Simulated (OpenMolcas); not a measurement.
How basis sets differ on CH3BFN (SMILES FB1CN1)

The species is CH3BFN (7 atoms), meant as a singlet with charge 0. SMILES: `FB1CN1`. The coordinates come from a GFN2-xTB relaxation.

Each level gives the dipole moment (D). The values are calculated.

```tsv
level	kind	program	value (D)
HF/ANO-L-MB	Hartree–Fock	OpenMolcas	2.01
HF/STO-3G	Hartree–Fock	OpenMolcas	1.01
HF/3-21G	Hartree–Fock	OpenMolcas	1.91
HF/def2-SVP	Hartree–Fock	OpenMolcas	1.89
```

The values span 1.01 to 2.01 D. Sets without polarisation functions give poor dipoles.
